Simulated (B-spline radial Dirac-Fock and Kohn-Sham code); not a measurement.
Successive ionisation energies of promethium: Dirac-Fock against NIST

Calculated with a B-spline atomic structure program, using multi-electron Dirac-Fock with separately optimised hole states, Breit and Lamb-shift corrections added in first order. Each value is the difference of the configuration-average energies of two neighbouring ions in their tabulated ground configurations. Correlation and solid-state effects are left out. NIST's values refer to the lowest levels; many for high charge states are themselves semi-empirical or theoretical. Where a p, d or f shell is open in either ion the computed value averages over both j values and all terms, while the table refers to the lowest levels; that difference holds spin-orbit splitting (largest in heavy or highly charged ions), term energies where several electrons share open shells, and correlation, and it can reach 10 % or more.

```
  ion      configuration  computed (eV)  NIST (eV)         kind  NIST − computed (eV)
Pm¹¹⁺  [Kr] 4d10 4f2 5s2          193.5   202 ± 10  theoretical                 +8.45
Pm¹²⁺  [Kr] 4d10 4f1 5s2          222.9   229 ± 11  theoretical                 +6.05
Pm¹³⁺      [Kr] 4d10 5s2          248.0    248 ± 3  theoretical                 +0.05
Pm¹⁴⁺      [Kr] 4d10 5s1          268.3    269 ± 3  theoretical                 +0.73
Pm¹⁵⁺          [Kr] 4d10          432.3    430 ± 3  theoretical                 -2.28
Pm¹⁶⁺           [Kr] 4d9          466.4    462 ± 3  theoretical                 -4.37
Pm¹⁷⁺           [Kr] 4d8          501.2    497 ± 3  theoretical                 -4.15
Pm¹⁸⁺           [Kr] 4d7          536.6    534 ± 3  theoretical                 -2.61
Pm¹⁹⁺           [Kr] 4d6          572.7    569 ± 4  theoretical                 -3.75
Pm²⁰⁺           [Kr] 4d5          609.6    609 ± 4  theoretical                 -0.55
Pm²¹⁺           [Kr] 4d4          647.0    651 ± 4  theoretical                 +3.98
Pm²²⁺           [Kr] 4d3          685.2    689 ± 4  theoretical                 +3.85
```

Q: Where in this range is the largest relative jump, and why?

A: From Pm¹⁴⁺ (268.3 eV) to Pm¹⁵⁺ (432.3 eV), a factor of 1.61. The configuration goes from [Kr] 4d10 5s1 to [Kr] 4d10, so the next electron comes out of a deeper subshell.
